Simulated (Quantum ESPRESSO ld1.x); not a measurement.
All-electron atom: Cd3+ in [Kr] 4d(up 5, down 4).

Method: non-relativistic Kohn-Sham, LDA (Slater exchange, Perdew-Wang correlation), spin-polarised, spherical densities, point nucleus; relativity is left out, which matters for an element this heavy; computed with ld1.x of Quantum ESPRESSO 7.5.

Energy parts (eV):
| part | energy |
|---|---|
| total | -148574.43 |
| kinetic | 148487.55 |
| electron-nucleus | -352255.40 |
| Hartree | 59136.93 |
| exchange-correlation | -3943.51 |

Orbitals (lengths in bohr, moments of r in powers of bohr; <r^-3> diverges for s and p1/2; r(max) is where P^2 peaks):
orbital	occ.	eigenvalue (eV)	<r>	r(max)	<r^4>	<r^-3>
1s up	1	-25654.8	0.03174	0.02101	4.591e-06	-
1s down	1	-25654.8	0.03174	0.02101	4.591e-06	-
2s up	1	-3759.43	0.1375	0.1166	0.0008373	-
2s down	1	-3759.20	0.1375	0.1166	0.0008373	-
2p up	3	-3509.13	0.1173	0.09129	0.0005506	3552
2p down	3	-3508.96	0.1173	0.09128	0.0005506	3553
3s up	1	-726.477	0.3719	0.3364	0.03802	-
3s down	1	-726.320	0.3718	0.3365	0.03799	-
3p up	3	-624.651	0.3632	0.3228	0.03743	632.3
3p down	3	-624.484	0.3632	0.3228	0.03740	632.3
3d up	5	-435.515	0.3348	0.2658	0.03296	99.48
3d down	5	-435.296	0.3348	0.2659	0.03292	99.48
4s up	1	-133.352	0.9053	0.8202	1.289	-
4s down	1	-132.566	0.9053	0.8199	1.290	-
4p up	3	-100.483	0.9646	0.8539	1.764	110.0
4p down	3	-99.7001	0.9649	0.8536	1.769	110.0
4d up	5	-46.9615	1.188	0.9620	4.979	11.45
4d down	4	-46.2309	1.191	0.9623	5.074	11.40

The highest occupied level is 4d down at -46.231 eV. Spin moment in Bohr magnetons: 1. Summed over all electrons, <r^2> = 26.01 bohr^2, which gives a Langevin (diamagnetic) susceptibility term of -20.6 x 10^-6 cm^3/mol. Virial ratio -V/T = 2.00059.
